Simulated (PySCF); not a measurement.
Se(Br)(SiH3) (BrH3SeSi), SMILES Br[Se][SiH3].

Coordinates come from a PBE-D3(BJ)/def2-SVP optimisation. This is a generated structure with no PubChem entry under its InChIKey; it may be hypothetical.

Two levels are set side by side: TDA-PBE/def2-SVPD (PySCF) and TDA-B3LYP/def2-SVPD (PySCF). Vertical, same geometry. The lowest singlet is HOMO→LUMO 100 % with PBE and HOMO→LUMO 100 % with the other functional; states are paired by order. Differences are taken from unrounded values.

```json
[
 {"quantity": "lowest singlet excitation (eV)", "TDA-B3LYP": "2.48", "TDA-PBE": "2.38", "TDA-PBE minus TDA-B3LYP": "-0.09"},
 {"quantity": "lowest triplet excitation (TDA) (eV)", "TDA-B3LYP": "1.80", "TDA-PBE": "1.72", "TDA-PBE minus TDA-B3LYP": "-0.08"}
]
```

A lower first singlet is the usual sign of a functional without exact exchange. Differences between two approximate levels are no errors against the true value.

Rough cost on one machine, each run with all the roots and properties that it gave: TDA-B3LYP against TDA-PBE about 2 times.
